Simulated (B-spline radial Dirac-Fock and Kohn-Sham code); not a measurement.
# Muonic X-ray lines of ⁷⁷Se

Nucleus: ⁷⁷Se, Fermi distribution (skin thickness 2.3 fm), rms radius 4.1395 fm (measured, Angeli and Marinova 2013).

The run's input, task.json:

```json
{"items": [{
  "Z": 34,
  "q": 0,
  "cfg": [[1, 0, 2], [2, 0, 2], [2, 1, 6], [3, 0, 2], [3, 1, 6], [3, 2, 10], [4, 0, 2], [4, 1, 4]],
  "A": 77,
  "rrms": 4.1395,
  "do": "muonic",
  "nuclei": [[77, 76.919914, 4.1395, "measured", "fermi"]]
}]}
```

Command: `python xray2_run.py task.json out`

Model: the Dirac equation of a negative muon with reduced mass in the field of a spherical finite nucleus, with the Uehling potential to all orders; nuclear polarisation, deformation, hyperfine structure, self-energy, higher-order vacuum polarisation, relativistic recoil and electron screening are left out. Program: a B-spline atomic structure program.

```
    transition  energy (keV)  point nucleus, no QED (keV)
 2p3/2 → 1s1/2          1958                         2484
 2p1/2 → 1s1/2          1947                         2471
 3p3/2 → 1s1/2          2412                         2936
 3d5/2 → 2p3/2         455.3                        453.5
 3d3/2 → 2p1/2         465.5                        465.3
 4f7/2 → 3d5/2         158.9                        158.3
 4f5/2 → 3d3/2         159.9                        159.3
 5g9/2 → 4f7/2         73.36                        73.18
6h11/2 → 5g9/2         39.79                        39.73
```

The 2p fine-structure splitting is 11.52 keV, and 2s lies 71.96 keV above 2p1/2.

Values without a named source are computed, but for edge energies of neutral atoms, which are taken from tables.
